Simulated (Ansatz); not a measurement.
Abridged output of a molecular run in Ansatz:

```
Functional definition: HF
1635 factors; integrals over basis functions are off by at most 1.0e-3 eV
mean field evaluation 1: about -18122.1102 eV, gradient 4.4e1 eV
mean field evaluation 2: about -18122.3730 eV, gradient 4.4e1 eV
mean field evaluation 4: about -18126.4100 eV, gradient 4.3e0 eV
mean field evaluation 8: about -18126.4834 eV, gradient 2.4e-1 eV
mean field evaluation 16: about -18126.4836 eV, gradient 8.8e-7 eV
mean field -18126.48362536 eV, -666.1359866601 hartree, gradient 8.8e-7 eV, S^2 0.000000; 0 other end points of the search recorded, 0 dependent functions left out
10 core orbitals not correlated: weight in the atoms' cores, before any rotation towards them, 1.000 or more for the frozen orbitals, at most 0.000 for the correlated occupied ones
reference -18126.48362536 eV, -666.1359866601 hartree; 19, 19 occupied and 238, 238 virtual orbitals, 1635 factors
second order -32.77473752 eV of doubles, -0.00000000 eV of singles
cycle   1  -32.83479225 eV  change   -6.0e-2 eV  update   1.2e-1
cycle   2  -33.54422239 eV  change   -7.1e-1 eV  update   3.5e-2
cycle   3  -33.71509549 eV  change   -1.7e-1 eV  update   1.7e-2
cycle   4  -33.69662533 eV  change    1.8e-2 eV  update   3.4e-3
cycle   5  -33.69432173 eV  change    2.3e-3 eV  update   1.5e-3
cycle   6  -33.69567423 eV  change   -1.4e-3 eV  update   4.6e-4
cycle   7  -33.69553468 eV  change    1.4e-4 eV  update   1.9e-4
cycle   8  -33.69540134 eV  change    1.3e-4 eV  update   5.7e-5
cycle   9  -33.69541704 eV  change   -1.6e-5 eV  update   2.0e-5
perturbative correction -1.09410224 eV, -0.0402075157 hartree
Total energy: -18161.27314464 eV, -667.4144779124 hartree
```

Its atoms:

```xyz
11

C     0.0307    0.6474   -1.2888
C    -0.6392    0.0258   -0.0992
F    -1.4369   -1.0074   -0.5254
F    -1.4876    0.9475    0.4771
Si    0.4935   -0.6079    1.3099
F     1.5463   -1.6282    0.6737
H     0.6209    1.5114   -0.9801
H    -0.7312    0.9690   -2.0023
H     0.6886   -0.0793   -1.7674
H     1.2388    0.5360    1.8837
H    -0.3241   -1.3144    2.3188
```

(1) Which basis set was used?
A. def2-TZVPPD
B. cc-pV(Q+d)Z
C. def2-TZVPP
D. def2-SVP

(2) Write the keys of the input that set method, charge and spin (a neutral closed shell needs none for the last two).

Answers

(1) C. It gives 267 functions.

(2) 
```yaml
correlation: {method: ccsd_t}
```
